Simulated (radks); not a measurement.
Initial-state core-level shifts of the silver ion Ag+ when its valence configuration changes from [Kr] 4d10. Method: Dirac Kohn-Sham, PBE, spin-unpolarised, spherical densities, point nucleus; open shells fill j = l - 1/2 first; computed with a radial shooting solver on a logarithmic mesh with Libxc functionals. Shifts are changes of the shell-averaged eigenvalues in eV (positive: less bound).

valence               1s       2p       3s       4p
4d9 5s1           -4.646   -4.894   -4.837   -4.314
4d9.5 5s0.5       -2.261   -2.378   -2.356   -2.118
4d9 5s0.5 5p0.5   -5.366   -5.594   -5.548   -5.039
4d8 5s1.5 5p0.5  -10.447  -10.984  -10.825   -9.580
4d9 5p1           -6.065   -6.273   -6.238   -5.742
4d8 5s1 5p1      -11.122  -11.643  -11.495  -10.252
4d7 5s1 5p2      -17.842  -18.708  -18.406  -16.192
